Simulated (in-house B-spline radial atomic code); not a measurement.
## K⁹⁺: [He] 2s2 2p6

All numbers are computed (non-relativistic HSE06, spin-polarised, spherical fractional occupations, exact exchange averaged over the configuration; point nucleus) with an all-electron radial atomic-structure program (B-spline basis), not measured.

Screening seen three ways: the hydrogenic charge with the same mean radius, Z_r = [3n² - l(l+1)]/(2<r>), the one with the same energy, Z_e = n√(-2ε), and Slater's rules. Values are occupation-weighted means over spin.

```
shell  electrons   ε (eV)  <r> (bohr)    Z_r    Z_e  Slater
   1s          2  -3742.9     0.08147  18.41  16.59   18.70
   2s          2     -553       0.384  15.62  12.75   14.85
   2p          6  -481.54      0.3445  14.52  11.90   14.85
```

The least bound orbital is 2p at -481.5 eV, while the most diffuse is 2s (<r> = 0.384 bohr against 0.3445 bohr): energy order and size order differ.

The density falls to 0.001 bohr⁻³ at 1.243 bohr; Σ<r²> = 1.2428 bohr² gives, by the non-relativistic formula and without the paramagnetism of open shells, a Langevin diamagnetic susceptibility of -0.9843×10⁻⁶ cm³/mol.
